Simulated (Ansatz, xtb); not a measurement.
**GeH12Si4: which of two isomers lies lower**

Structure a is `[SiH3][SiH]([SiH3])[SiH2][GeH3]`, a singlet and structure b is `[SiH3][Si]([SiH3])([SiH3])[GeH3]`, a singlet. Both are isolated molecules in the gas phase, relaxed with PBE0-D3(BJ)/def2-SVP; each stands in its lowest conformer found.

Which of the two would you expect CCSD(T)/def2-SVP + ΔMP2/def2-TZVPP electronic energies to favour?

Structure b; the calculation gives E(b) − E(a) = −2.6 kcal/mol.

The same difference at several levels:

| level | geometry | E(b) − E(a) (kcal/mol) | departure from the last row (kcal/mol) | job, with rough time for the two |
| --- | --- | --- | --- | --- |
| GFN2-xTB | GFN2-xTB | +1.7 | +4.4 | optimisation, 0.91 s |
| HF/STO-3G | GFN2-xTB | +0.6 | +3.2 | single point, 3.6 s |
| r2SCAN-D4/def2-SVP | GFN2-xTB | −2.8 | −0.2 | single point, 17 s |
| PBE0-D3(BJ)/def2-SVP | PBE0-D3(BJ)/def2-SVP | −2.6 | +0.1 | optimisation, 4.4 min |
| HF/def2-SVP | PBE0-D3(BJ)/def2-SVP | −3.1 | −0.4 | part of the CCSD(T) run |
| MP2/def2-SVP | PBE0-D3(BJ)/def2-SVP | −4.0 | −1.3 | part of the CCSD(T) run |
| CCSD(T)/def2-SVP | PBE0-D3(BJ)/def2-SVP | −3.2 | −0.5 | single point |
| CCSD(T)/def2-SVP + ΔMP2/def2-TZVPP | PBE0-D3(BJ)/def2-SVP | −2.6 |  | single point, 5.8 min |

As drawn, both hold the same kinds of bond in the same numbers.

GFN2-xTB, HF/STO-3G put the two in the other order. The largest departure from CCSD(T)/def2-SVP + ΔMP2/def2-TZVPP is that of GFN2-xTB, 4.4 kcal/mol. The last row adds to CCSD(T) the change of the MP2 difference between the two basis sets, here +0.5 kcal/mol.

With thermal terms from frequencies at re-optimised GFN2-xTB minima (ideal gas, soft modes damped towards free rotors, one conformer each, 298.15 K, 1 atm): on the last row, ΔE + ΔZPE = −3.0, ΔH = −2.6, ΔG = −2.9 kcal/mol.

The correlated steps freeze 29 core orbitals; the filled d shell of Ge is correlated, in a basis made for valence electrons. Codes used: Ansatz 0.2.0, xtb 6.7.1; the last row on 2 threads of Intel(R) Xeon(R) Processor @ 2.50GHz (Skylake/Cascade Lake) on a shared host.
